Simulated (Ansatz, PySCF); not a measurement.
This PySCF input computes a BLYP/def2-TZVPD energy:

```python
from pyscf import gto, scf, dft

mol = gto.M(
    atom='''
    Sn   -0.00000000   -0.00000000   -0.94972023
    Se    0.00000000    0.00000000    1.39664740
    ''',
    basis='def2-tzvpd',
    ecp='def2-tzvp',
    charge=0,
    spin=0,
    verbose=4,
)

mf = dft.RKS(mol, xc='blyp').density_fit(auxbasis='def2-universal-jkfit')
mf.grids.level = 3
mf.conv_tol = 1e-9
mf.max_cycle = 100
mf.max_memory = 1500
mf.kernel()
if not mf.converged:
    mf = mf.newton()
    mf.kernel(mf.make_rdm1())
mf.analyze()
```

Q: Write an input for the same energy in Ansatz (a first-principles code) and say what it gives.

A: 
Ansatz 0.2 input:
```yaml
crystal:
  periodic: [false, false, false]
  atoms:
    - {symbol: Sn, position_ang: [-0.00000000, -0.00000000, -0.94972023]}
    - {symbol: Se, position_ang: [0.00000000, 0.00000000, 1.39664740]}
basis:
  gaussian:
    orbitals: def2-TZVPD
hamiltonian:
  xc: {name: BLYP}
output: {forces: true}
```
It gives -2615.91186 Eh, and PySCF -2615.91189 Eh, a difference of 0.03 mEh, from the treatment of integrals and grids.
